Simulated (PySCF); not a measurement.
The multiplicity is imposed and other spin states were not computed.

Cartesian coordinates (Å):
```xyz
4

Zn    -0.0091     0.0139    -0.0177
N      0.7679    -1.0525     1.3769
H     -0.0142    -1.4493     1.9282
H      1.2187    -0.4000     2.0433
```
Charge 0, spin multiplicity 2.

### Question
What is the computed spin population on the central atom (Mulliken), highest occupied spin orbital, charge on the central atom (meta-Löwdin), total energy, dipole moment and charge on the central atom (Mulliken) (PySCF with TPSSh-D3(BJ)/def2-TZVP // TPSS-D3(BJ)/def2-SVP)?

### Answer

* **spin population on the central atom (Mulliken)**: 0.73
* **highest occupied spin orbital**: -5.12 eV
* **charge on the central atom (meta-Löwdin)**: 0.55 e
* **total energy**: -1835.3307 Ha
* **dipole moment**: 1.21 D
* **charge on the central atom (Mulliken)**: 0.21 e
